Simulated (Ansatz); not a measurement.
What each rung costs, and what it gives

Saddle point of BNH3ClF2, closed shell (BNH₂F₂ ([NH2][B]([F])[F]) + HCl → BClF₂ ([F][B]([F])[Cl]) + NH₃ (still joined by a long B–N bond); bonds formed: B1–Cl6, N2–H5; bonds broken: H5–Cl6; bonds weakened to dative contacts: B1–N2), PBE0-D4/def2-TZVP structure:

B1  (-0.385, -0.731, 0.041)
N2  (-0.278, 0.767, -0.024)
F3  (-0.645, -1.377, -1.072)
F4  (-0.580, -1.283, 1.217)
H5  (0.958, 0.615, -0.053)
Cl6  (2.144, -0.450, -0.042)
H7  (-0.631, 1.195, -0.871)
H8  (-0.584, 1.265, 0.804)
(Å)

Barriers are electronic and count from the start structure reached by relaxing down the imaginary mode.

Program: Ansatz 0.2.0. Basis: as named in each row. Cores are frozen in the correlated methods. B3LYP uses VWN-RPA correlation. Extrapolation: Hartree–Fock as exp(−7.88 √X), correlation as X^−2.97.

Times are rough, for one single point on 4 threads of a shared host (Intel Xeon).

The estimate by CCSD(T) at an estimated basis limit (MP2 extrapolated from triple and quadruple zeta, plus CCSD(T) − MP2 in triple zeta) is 0.731 eV.

| method | basis | time (s) | barrier (eV) | method less estimate |
| --- | --- | --- | --- | --- |
| HF | STO-3G | under 1 | 0.306 | -0.425 |
| PBE-D4 | STO-3G | under 1 | -0.477 | -1.209 |
| SPW92 | def2-SVP | under 1 | 0.150 | -0.581 |
| PBE-D4 | def2-SVP | under 1 | 0.409 | -0.323 |
| B3LYP-D4 | 6-31G | 1 | 0.502 | -0.229 |
| PBE0-D4 | def2-SVP | 2 | 0.512 | -0.219 |
| SPW92 | def2-TZVPP | 2 | 0.290 | -0.441 |
| PBE-D4 | def2-TZVPP | 3 | 0.527 | -0.204 |
| BLYP-D4 | def2-TZVPP | 3 | 0.664 | -0.067 |
| BHLYP-D4 | def2-TZVPP | 4 | 0.805 | 0.073 |
| PBE0-D4 | def2-TZVPP | 4 | 0.604 | -0.127 |
| B3LYP-D4 | def2-TZVPP | 4 | 0.716 | -0.015 |
| CAM-B3LYP-D4 | def2-TZVPP | 4 | 0.741 | 0.010 |
| CCSD(T) | def2-SVP | 5 | 0.838 | 0.107 |
| r2SCAN-D4 | def2-TZVPP | 5 | 0.545 | -0.186 |
| wB97M-V | def2-SVP | 5 | 0.565 | -0.166 |
| r2SCAN0-D4 | def2-TZVPP | 6 | 0.608 | -0.123 |
| RPA on PBE | def2-TZVPP | 6 | 0.808 | 0.077 |
| B97M-V | def2-TZVPP | 8 | 0.716 | -0.015 |
| B2PLYP | def2-TZVPP | 8 | 0.757 | 0.026 |
| PBE-QIDH | def2-TZVPP | 8 | 0.672 | -0.059 |
| wB97X-V | def2-TZVPP | 9 | 0.708 | -0.023 |
| wB97M-V | def2-TZVPP | 9 | 0.688 | -0.043 |
| MP2 | def2-QZVPP | 25 | 0.686 | -0.045 |
| CCSD(T) | def2-TZVPP | 91 | 0.780 | 0.049 |

All methods are single points on the PBE0-D4 structures; a negative value means that the method puts the saddle structure below the start.

The T1 diagnostic stays at or below 0.012.

Hydrogen chloride, the by-product of chloride precursors, can attack films and sites by steps of this kind.

Labels in which every atom is bracketed show which atoms are joined, not bond orders.
